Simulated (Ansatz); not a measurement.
Gas-phase electronic energies from Ansatz, PBE0-D4/def2-TZVP geometries. CBS: MP2 limit from def2 TZ/QZ plus the TZ coupled-cluster correction, frozen cores. Functionals use def2-TZVPP. HSE06 is defined as in plane-wave codes. One conformer a species, not always the lowest.

Reaction (cleavage of the B–Si bond): `B[SiH](B)F` + `[OH][Al]([Cl])[Cl]` → `B[O][Al]([Cl])[Cl]` + `B[SiH2]F`

`B[SiH](B)F`:

Cartesian coordinates in Å:
```
B 0.296 1.654 -0.075
Si 0.325 -0.220 0.623
B -0.620 -1.409 -0.678
F 1.807 -0.736 0.992
H 1.283 2.275 -0.334
H -0.765 2.173 -0.261
H -0.467 -0.233 1.894
H -0.090 -2.321 -1.240
H -1.768 -1.182 -0.922
```

`[OH][Al]([Cl])[Cl]`:

```xyz
5

O    -0.926    0.929    0.189
Al    0.289   -0.225    0.135
Cl    1.342   -0.635    1.870
Cl    0.748   -1.240   -1.622
H    -1.453    1.170   -0.572
```

`B[O][Al]([Cl])[Cl]`:

```xyz
7

B    -0.623    1.448   -0.279
O    -0.092    0.244   -0.041
Al    0.547   -1.264    0.245
Cl    0.822   -1.905    2.193
Cl    1.060   -2.476   -1.352
H    -1.816    1.553   -0.386
H     0.103    2.401   -0.380
```

`B[SiH2]F`:

```xyz
7

B     0.367   -0.779   -0.841
Si   -0.242    0.517    0.555
F    -0.450    2.010    0.001
H     0.560   -0.491   -1.984
H     0.550   -1.916   -0.514
H     0.759    0.588    1.656
H    -1.544    0.071    1.128
```

```
             level  ΔE (eV)
       LDA (SPW92)    -1.52
            B97M-V    -1.57
          HSE06-D4    -1.52
           r2SCAN0    -1.61
             BHLYP    -1.75
         CAM-B3LYP    -1.72
CCSD(T)/def2-TZVPP    -1.63
    MP2/def2-QZVPP    -1.68
```

**Question.** What does CCSD(T)/CBS give? (Best estimate.)

**Answer.** Ansatz gave: -1.61 eV. The listed levels differ from it by 0.09, 0.04, 0.09, 0.00, -0.14, -0.11, -0.02, -0.07 eV.

**Question.** What do rigid-rotor, harmonic-oscillator terms from PBE0-D4/def2-TZVP frequencies (298.15 K, 1 bar) make of the CCSD(T)/CBS value? (Estimate.)

**Answer.** Ansatz gave: ΔZPE = -0.01 eV, ΔH = -1.62 eV, ΔS = 1 J/(mol·K), ΔG = -1.62 eV.

Largest T1 diagnostic among the species: 0.013.

From PBE to PBE0 (25 % exact exchange), in def2-TZVPP and without D4, ΔE moves by −0.07 eV. At CCSD(T), def2-SVP lies −0.27 eV from the extrapolated value and def2-TZVPP −0.02 eV.
